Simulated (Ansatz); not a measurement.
Input for Ansatz (a quantum-chemistry and plane-wave program): U-CCSD(T)/aug-cc-pVTZ on CH2F (SMILES [CH2]F), 2S+1 = 2, atoms moved off the minimum.

Ansatz 0.2 input:
```yaml
crystal:
  periodic: [false, false, false]
  atoms:
    - {symbol: C, position_ang: [-0.63901139, 0.09377613, 0.18002671]}
    - {symbol: F, position_ang: [0.65119547, 0.02529873, -0.12906501]}
    - {symbol: H, position_ang: [-1.19348865, -0.84521345, -0.10293085]}
    - {symbol: H, position_ang: [-1.04423653, 1.03630281, -0.00546364]}
basis:
  gaussian:
    orbitals: aug-cc-pVTZ
magnetization: {spin_polarized: true, initial_magnetization: 1}
correlation: {method: ccsd_t, electrons: outside_noble_gas}
scf: {omitted_lower_state_checks: [cluster_reference]}
output: {forces: true}
```

Program output:

```
WARN ansatz: RAYON_NUM_THREADS=1 ignored (pool sized by the plan → 1); use --threads N
Functional definition: HF
these checks for a lower state are left out or cut short: cluster_reference
integrals: 0.45 GiB planned
813 factors; integrals over basis functions are off by at most 9.5e-4 eV
mean field: 0.32 GiB planned
mean field evaluation 1: about -3766.7486 eV, gradient 1.4e1 eV
mean field evaluation 2: about -3766.7492 eV, gradient 1.4e1 eV
mean field evaluation 4: about -3767.6774 eV, gradient 2.5e0 eV
mean field evaluation 8: about -3767.7323 eV, gradient 1.1e-1 eV
mean field -3767.73252666 eV, -138.4616164940 hartree, gradient 2.2e-6 eV, S^2 0.759263; 0 other end points of the search recorded, 0 dependent functions left out
2 core orbitals not correlated
reference -3767.73252666 eV, -138.4616164940 hartree; 7, 6 occupied and 129, 130 virtual orbitals, 813 factors
densities: 1.55 GiB planned
second order -11.05155704 eV of doubles, -0.00000000 eV of singles
coupled cluster: 1.77 GiB planned
cycle   1  -11.14514192 eV  change   -9.4e-2 eV  update   7.0e-2
cycle   2  -11.39482404 eV  change   -2.5e-1 eV  update   2.2e-2
cycle   3  -11.46730867 eV  change   -7.2e-2 eV  update   1.3e-2
cycle   4  -11.46011376 eV  change    7.2e-3 eV  update   4.6e-3
cycle   5  -11.46068892 eV  change   -5.8e-4 eV  update   2.2e-3
cycle   6  -11.46173842 eV  change   -1.0e-3 eV  update   6.6e-4
cycle   7  -11.46155424 eV  change    1.8e-4 eV  update   2.4e-4
cycle   8  -11.46155075 eV  change    3.5e-6 eV  update   9.1e-5
cycle   9  -11.46157124 eV  change   -2.0e-5 eV  update   3.5e-5
cycle  10  -11.46155669 eV  change    1.5e-5 eV  update   1.3e-5
cycle  11  -11.46155793 eV  change   -1.2e-6 eV  update   5.4e-6
cycle  12  -11.46156176 eV  change   -3.8e-6 eV  update   2.3e-6
perturbative correction -0.36661320 eV, -0.0134727866 hartree
the calculation of the forces begins
Total energy: -3779.56070163 eV, -138.8962939065 hartree
Atom 0 at    -0.639011     0.093776     0.180027 Å, force    -0.599213    -2.498557    -0.392951 eV/Å
Atom 1 at     0.651195     0.025299    -0.129065 Å, force     0.820594    -0.055482    -0.017651 eV/Å
Atom 2 at    -1.193489    -0.845213    -0.102931 Å, force     0.534026     1.092660     0.505607 eV/Å
Atom 3 at    -1.044237     1.036303    -0.005464 Å, force    -0.755406     1.461380    -0.095004 eV/Å
Dipole moment:    -0.266743     0.024268    -0.051260 e Å
Checks for a lower state left out: cluster_reference
```

The calculation finished and met its thresholds.

Cost: around 5 core-minutes (rough).
